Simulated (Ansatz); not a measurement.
Two isomers of C2H9FSi2: A = `CC[SiH2][SiH2]F`, B = `C[SiH2]C[SiH2]F`.

Isolated molecules relaxed with PBE0-D4/def2-TZVP in Ansatz; ΔE leaves out vibrations. CCSD(T)/CBS adds triple-zeta CCSD(T) − MP2 to the extrapolated MP2 energy (def2 sets, frozen cores). Functionals use def2-TZVPP. B3LYP here is the variant with VWN-RPA as its local correlation; programs differ in this. One conformer a species, not always the lowest.

Task: Which isomer does CCSD(T)/CBS put lower? Give the gap. (An estimate is asked.)

Result: Computed: B, by 75.8 kJ/mol.

Task: Give E(B) − E(A) in kJ/mol with B3LYP, CCSD(T)/def2-TZVPP, CCSD/def2-TZVPP, r2SCAN-D4, PBE-D4, ωB97M-V, HF/def2-TZVPP. (Best estimate.)

Result: Computed: B3LYP -68.5, CCSD(T)/def2-TZVPP -74.8, CCSD/def2-TZVPP -74.9, r2SCAN-D4 -74.2, PBE-D4 -60.8, ωB97M-V -80.9, HF/def2-TZVPP -75.6. None reverses the order clearly.

Largest T1 diagnostic: 0.011.

From PBE to PBE0 (25 % exact exchange), in def2-TZVPP and without D4, E(B) − E(A) moves by −5.5 kJ/mol.
